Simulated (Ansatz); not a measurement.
Consider the ligand exchange at the Sb–O bond: `[CH3][SbH][OH]` + NH₃ → `[CH3][SbH][NH2]` + H₂O.

Calculated with Ansatz (gas phase, PBE0-D4/def2-TZVP geometries, no zero-point term in ΔE). CCSD(T)/CBS is the MP2 limit (def2-TZVPP, def2-QZVPP) plus CCSD(T) − MP2 in def2-TZVPP, frozen cores. This one scheme is used for every species. DFT in def2-TZVPP. Elements past krypton have def2 core potentials. For Sb outer-core shells are correlated without core-valence functions, which leaves a few kJ/mol of doubt a bond. Each species was taken in one conformer, which may not be the lowest.

```tsv
level	ΔE (kcal/mol)
PBE-D4	5.6
PBE0-D4	4.8
r2SCAN0-D4	5.3
revPBE	6.4
r2SCAN	6.4
BHLYP	6.1
RPA@PBE/def2-TZVPP	4.9
CCSD/def2-SVP	4.7
```

Problem. What does CCSD(T)/CBS give? (Estimate.)

Solution. Ansatz gave: +4.9 kcal/mol. The listed levels differ from it by 0.7, -0.1, 0.4, 1.5, 1.5, 1.2, 0.0, -0.2 kcal/mol.

Problem. What do rigid-rotor, harmonic-oscillator terms from PBE0-D4/def2-TZVP frequencies (298.15 K, 1 bar) make of the CCSD(T)/CBS value? (Estimate.)

Solution. The calculation gave: ΔZPE = -0.5 kcal/mol, ΔH = +4.5 kcal/mol, ΔS = -1 J/(mol·K), ΔG = +4.6 kcal/mol.

Largest T1 diagnostic among the species: 0.013.

From r2SCAN to r2SCAN0 (25 % exact exchange), in def2-TZVPP and without D4, ΔE moves by −0.9 kcal/mol. In def2-TZVPP, CCSD(T) changes the Hartree–Fock value by −1.3 kcal/mol (the triples alone add −0.0 kcal/mol) and MP2 by −1.6 kcal/mol. Leaving LDA and LC-ωPBE aside and taking each functional with its dispersion term where it has one, the values, not all of them listed here, spread over 2.7 kcal/mol, from PBE-QIDH to B97M-V. LDA lies −1.1 kcal/mol from PBE without D4.
